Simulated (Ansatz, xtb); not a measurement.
## Two conformers of F2GeHOSi

Structure X: `F[Si](F)[O][GeH]`, a doublet. Structure Y: `F[Si](F)[O][GeH]`, a doublet. Both are isolated molecules in the gas phase, relaxed with B3LYP-D3(BJ)/def2-SVP.

X (Å):

```xyz
6

F    -1.2747    0.4521    1.0151
F     0.2099    0.4712   -1.1108
Ge    1.9805   -2.2396    1.7198
O     0.7346   -1.2746    0.8210
Si    0.2516    0.2677    0.4978
H     2.7719   -0.9560    2.3175
```

Y (Å):

| atom | x (Å) | y (Å) | z (Å) |
| --- | --- | --- | --- |
| F | -2.4406 | 3.6998 | -0.5322 |
| F | -2.2115 | 1.6007 | -2.0384 |
| Ge | 0.9588 | 0.8434 | -0.2656 |
| O | -0.4014 | 2.0448 | -0.1352 |
| Si | -2.0017 | 2.1396 | -0.5201 |
| H | 0.0260 | -0.4149 | -0.6815 |

Estimate E(Y) − E(X) at the level CCSD(T)/def2-SVP.

Too close to call at this level: CCSD(T)/def2-SVP gives E(Y) − E(X) = +0.002 eV.

How the difference moves with the method:

```tsv
level	geometry	E(Y) − E(X) (eV)	departure from the last row (eV)	job, with rough time for the two
B3LYP-D3(BJ)/def2-SVP	B3LYP-D3(BJ)/def2-SVP	−0.002	−0.004	optimisation, 89 s
HF/def2-SVP	B3LYP-D3(BJ)/def2-SVP	+0.003	+0.001	part of the CCSD(T) run
MP2/def2-SVP	B3LYP-D3(BJ)/def2-SVP	+0.011	+0.009	part of the CCSD(T) run
CCSD(T)/def2-SVP	B3LYP-D3(BJ)/def2-SVP	+0.002		single point, 33 s
```

The largest departure from CCSD(T)/def2-SVP is that of MP2/def2-SVP, 0.009 eV. Levels run at GFN2-xTB geometries aren't shown.

With harmonic frequencies from B3LYP-D3(BJ)/def2-SVP (ideal gas, rigid rotor, one conformer each, 400 K, 1 atm): on the last row, ΔE + ΔZPE = +0.003 eV. A mode under 50 cm⁻¹ makes harmonic enthalpies and free energies unreliable, so none is given.

Open shells are spin-unrestricted. The correlated steps freeze 17 core orbitals; the filled d shell of Ge is correlated, in a basis made for valence electrons. Programs: Ansatz 0.2.0; the last row on 2 threads of Intel(R) Xeon(R) 6975P-C (Granite Rapids) on a shared host.
